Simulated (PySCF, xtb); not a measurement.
BGeH5O, SMILES B[O][GeH3].

Harmonic wavenumbers (cm⁻¹) from GFN2-xTB in xtb 6.7.1 at its own minimum, in rising order: 122, 150, 249, 472, 565, 608, 761, 799, 800, 893, 966, 1190, 1333, 1924, 2015, 2047, 2532, 2566.

What does PBE0-D3(BJ)/def2-SVP (PySCF) give at its own minimum? (An estimate is asked for; the answer gives what the named calculation found.)

70, 226, 308, 594, 638, 650, 860, 869, 879, 1013, 1057, 1208, 1408, 2173, 2193, 2195, 2514, 2618. Paired by order, the mean absolute difference is 90 cm⁻¹ and the zero-point energies are 28.6 and 30.7 kcal/mol.
